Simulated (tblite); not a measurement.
C5H9GeNO.
SMILES with atom numbers: `[N:1]#[C:2][C@H:3]1[CH2:4][CH2:5][GeH2:6][O:7][CH2:8]1` (hydrogens: H9 on C3; H10, H11 on C4; H12, H13 on C5; H14, H15 on Ge6; H16, H17 on C8)

Computed with GFN2-xTB (tblite), gas phase: L-BFGS steps from a force-field or distance-geometry start until the largest atomic force falls under 0.01 eV/Å.

Step 20: E = -658.0865 eV
```
atom  x, y, z in Å  |  force x, y, z in eV/Å
N1      3.5156    0.5689    0.5113    0.056  -0.010   0.014
C2      2.4569    0.3798    0.1249    0.006   0.031  -0.048
C3      1.1083    0.1513   -0.3289   -0.017   0.004   0.018
C4      0.4868   -0.9802    0.5059   -0.045  -0.046   0.000
C5     -0.8813   -1.4136   -0.0203   -0.088   0.020  -0.020
Ge6    -2.0669    0.1828   -0.1647    0.090   0.003   0.013
O7     -0.9391    1.3835   -0.8303   -0.043   0.007   0.083
C8      0.3157    1.4671   -0.2088   -0.017   0.008  -0.002
H9      1.1286   -0.1417   -1.3864    0.016   0.021   0.027
H10     0.4002   -0.6418    1.5442   -0.022   0.010  -0.024
H11     1.1600   -1.8431    0.4973    0.047   0.014   0.021
H12    -0.7799   -1.8534   -1.0164    0.035   0.032   0.022
H13    -1.2893   -2.1850    0.6319   -0.021   0.031   0.002
H14    -2.5521    0.7118    1.1728    0.007  -0.041  -0.013
H15    -3.1396    0.2194   -1.2001   -0.065  -0.033  -0.058
H16     0.8608    2.2836   -0.6967    0.014  -0.047  -0.036
H17     0.2083    1.7226    0.8543    0.047  -0.004   0.003
```

Step 21: E = -658.0881 eV
```
atom  x, y, z in Å  |  force x, y, z in eV/Å
N1      3.5156    0.5688    0.5093    0.053  -0.006   0.011
C2      2.4566    0.3802    0.1236    0.021   0.011  -0.036
C3      1.1078    0.1500   -0.3279   -0.015   0.016   0.001
C4      0.4843   -0.9788    0.5073   -0.030  -0.047   0.002
C5     -0.8831   -1.4138   -0.0219   -0.051   0.024   0.000
Ge6    -2.0671    0.1838   -0.1628    0.070  -0.024   0.000
O7     -0.9393    1.3862   -0.8228   -0.067  -0.006   0.080
C8      0.3191    1.4662   -0.2095   -0.041   0.044   0.005
H9      1.1259   -0.1426   -1.3844    0.025   0.002  -0.010
H10     0.3990   -0.6366    1.5445   -0.044  -0.002  -0.025
H11     1.1590   -1.8402    0.5019    0.044  -0.004   0.020
H12    -0.7792   -1.8509   -1.0198    0.031   0.031   0.054
H13    -1.2881   -2.1861    0.6318   -0.028   0.038  -0.026
H14    -2.5632    0.6960    1.1771    0.014  -0.024  -0.016
H15    -3.1339    0.2244   -1.2043   -0.067  -0.031  -0.053
H16     0.8613    2.2793   -0.7043    0.040  -0.028  -0.040
H17     0.2184    1.7261    0.8522    0.046   0.007   0.033
```

Step 22: E = -658.0896 eV
```
atom  x, y, z in Å  |  force x, y, z in eV/Å
N1      3.5165    0.5685    0.5073    0.031  -0.005  -0.001
C2      2.4570    0.3808    0.1219    0.030  -0.009  -0.016
C3      1.1072    0.1490   -0.3266   -0.004   0.021  -0.015
C4      0.4814   -0.9782    0.5085    0.003  -0.025   0.002
C5     -0.8857   -1.4130   -0.0236    0.008   0.019   0.021
Ge6    -2.0662    0.1846   -0.1614    0.005  -0.042  -0.019
O7     -0.9404    1.3891   -0.8148   -0.068  -0.001   0.066
C8      0.3218    1.4661   -0.2100   -0.044   0.058   0.016
H9      1.1241   -0.1432   -1.3823    0.029  -0.014  -0.039
H10     0.3968   -0.6319    1.5444   -0.062  -0.014  -0.018
H11     1.1585   -1.8376    0.5064    0.029  -0.017   0.018
H12    -0.7782   -1.8480   -1.0220    0.024   0.021   0.062
H13    -1.2882   -2.1857    0.6311   -0.042   0.031  -0.041
H14    -2.5727    0.6804    1.1809    0.020  -0.008  -0.020
H15    -3.1299    0.2268   -1.2086   -0.049  -0.029  -0.030
H16     0.8629    2.2749   -0.7119    0.049  -0.011  -0.040
H17     0.2283    1.7295    0.8508    0.043   0.023   0.054
```

Step 23: E = -658.0910 eV
```
atom  x, y, z in Å  |  force x, y, z in eV/Å
N1      3.5179    0.5680    0.5054    0.002  -0.007  -0.017
C2      2.4579    0.3813    0.1203    0.029  -0.022   0.004
C3      1.1065    0.1486   -0.3257    0.009   0.020  -0.027
C4      0.4789   -0.9781    0.5095    0.038   0.008   0.001
C5     -0.8880   -1.4117   -0.0248    0.063   0.009   0.034
Ge6    -2.0653    0.1848   -0.1608   -0.069  -0.050  -0.032
O7     -0.9425    1.3919   -0.8066   -0.050   0.019   0.049
C8      0.3234    1.4670   -0.2101   -0.025   0.048   0.025
H9      1.1232   -0.1438   -1.3810    0.027  -0.021  -0.051
H10     0.3937   -0.6282    1.5439   -0.070  -0.021  -0.006
H11     1.1586   -1.8357    0.5107    0.009  -0.022   0.015
H12    -0.7770   -1.8450   -1.0229    0.017   0.004   0.049
H13    -1.2896   -2.1842    0.6298   -0.053   0.015  -0.041
H14    -2.5801    0.6661    1.1837    0.022   0.005  -0.023
H15    -3.1277    0.2273   -1.2127   -0.025  -0.025  -0.004
H16     0.8654    2.2708   -0.7192    0.037   0.002  -0.031
H17     0.2377    1.7328    0.8505    0.039   0.038   0.055
```

Problem. Estimate the geometry and energy of step 24. (The exact step hangs on the optimiser's Hessian estimate; all steps are aligned on step 23, rigid shifts and turns removed.)

Solution. E = -658.0925 eV, largest force 0.137 eV/Å
```
atom  x, y, z in Å  |  force x, y, z in eV/Å
N1      3.5198    0.5673    0.5030   -0.026  -0.011  -0.032
C2      2.4593    0.3815    0.1183    0.016  -0.030   0.018
C3      1.1060    0.1486   -0.3252    0.021   0.014  -0.031
C4      0.4770   -0.9778    0.5106    0.064   0.041   0.000
C5     -0.8894   -1.4101   -0.0255    0.098  -0.002   0.034
Ge6    -2.0655    0.1839   -0.1606   -0.124  -0.048  -0.034
O7     -0.9459    1.3955   -0.7966   -0.016   0.043   0.036
C8      0.3247    1.4689   -0.2097    0.007   0.022   0.028
H9      1.1228   -0.1448   -1.3806    0.021  -0.019  -0.045
H10     0.3888   -0.6247    1.5433   -0.064  -0.023   0.010
H11     1.1591   -1.8340    0.5155   -0.012  -0.020   0.012
H12    -0.7752   -1.8417   -1.0229    0.013  -0.018   0.021
H13    -1.2923   -2.1823    0.6277   -0.056  -0.003  -0.033
H14    -2.5875    0.6511    1.1862    0.020   0.015  -0.025
H15    -3.1260    0.2272   -1.2173   -0.003  -0.022   0.020
H16     0.8687    2.2663   -0.7276    0.008   0.011  -0.013
H17     0.2486    1.7372    0.8513    0.033   0.051   0.036
```

The energy changes by -0.0015 eV. The first-order estimate −F·Δx gives -0.0020 eV and the mean of the old and new forces, exact on a quadratic surface, -0.0015 eV. The step makes an angle of 72° with the force vector and moves no atom by more than 0.017 Å.

The cost below is that of the whole relaxation. The run took 0.41 s on one thread, Arm Neoverse V1 (aarch64), shared host.
